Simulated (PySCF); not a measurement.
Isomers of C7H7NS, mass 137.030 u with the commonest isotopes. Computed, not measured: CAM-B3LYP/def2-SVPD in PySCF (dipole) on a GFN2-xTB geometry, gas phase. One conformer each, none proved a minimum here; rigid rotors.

Problem. Order these by dipole moment, smallest first.
A. `[CH3:1][NH:2][C:3](=[S:4])[C:5]#[C:6][C:7]1=[CH:8][CH2:9]1` with C1–N2–C3–S4 178°
B. `[N:1]#[C:2][C@@:3]12[C@H:4]3[C@@H:5]([SH:6])[C@@H:7]1[CH2:8][C@@H:9]23` with C4–C5–S6–H 48°
C. `[CH2:1]=[N:2][c:3]1[cH:4][cH:5][cH:6][cH:7][c:8]1[SH:9]` with C1–N2–C3–C4 -33°, C7–C8–S9–H -173°

Solution. C (2.71 D), B (4.45 D), A (4.81 D).

Problem. Order these by out-of-plane moment Σ m c² = (Ia + Ib − Ic)/2, smallest first.
A. `[CH3:1][NH:2][C:3](=[S:4])[C:5]#[C:6][C:7]1=[CH:8][CH2:9]1` with C1–N2–C3–S4 178°
B. `[N:1]#[C:2][C@@:3]12[C@H:4]3[C@@H:5]([SH:6])[C@@H:7]1[CH2:8][C@@H:9]23` with C4–C5–S6–H 48°
C. `[CH3:1][CH2:2][c:3]1[cH:4][c:5]([C:6]#[N:7])[cH:8][s:9]1` with C1–C2–C3–C4 106°
D. `[CH2:1]=[N:2][c:3]1[cH:4][cH:5][cH:6][cH:7][c:8]1[SH:9]` with C1–N2–C3–C4 -33°, C7–C8–S9–H -173°

Solution. D (2.22 u·Å²), A (18.27 u·Å²), C (20.17 u·Å²), B (48.74 u·Å²).

Problem. Order these by rotational constant B, smallest first.
A. `[CH3:1][NH:2][C:3](=[S:4])[C:5]#[C:6][C:7]1=[CH:8][CH2:9]1` with C1–N2–C3–S4 178°
B. `[CH2:1]=[N:2][c:3]1[cH:4][cH:5][cH:6][cH:7][c:8]1[SH:9]` with C1–N2–C3–C4 -33°, C7–C8–S9–H -173°
C. `[N:1]#[C:2][C@@:3]12[C@H:4]3[C@@H:5]([SH:6])[C@@H:7]1[CH2:8][C@@H:9]23` with C4–C5–S6–H 48°
D. `[CH3:1][CH2:2][c:3]1[cH:4][c:5]([C:6]#[N:7])[cH:8][s:9]1` with C1–C2–C3–C4 106°

Solution. A (642.7 MHz), D (849.4 MHz), C (1323 MHz), B (1511 MHz).

| SMILES | point group | Ia (u·Å²) | Ib (u·Å²) | Ic (u·Å²) | κ | μa (D) | μb (D) | μc (D) |
| --- | --- | --- | --- | --- | --- | --- | --- | --- |
| C=Nc1ccccc1S | C1 | 284.23 | 334.39 | 614.19 | 0.44 | 0.95 | 2.48 | 0.51 |
| CNC(=S)C#CC1=CC1 | C1 | 210.95 | 786.32 | 960.73 | -0.88 | 1.24 | 4.64 | 0.19 |
| CCc1cc(C#N)cs1 | C1 | 161.35 | 594.99 | 715.99 | -0.88 | 4.85 | 0.73 | 0.30 |
| N#C[C@@]12[C@H]3[C@@H](S)[C@@H]1C[C@H]32 | C1 | 252.92 | 382.00 | 537.44 | -0.28 | 1.12 | 4.28 | 0.52 |
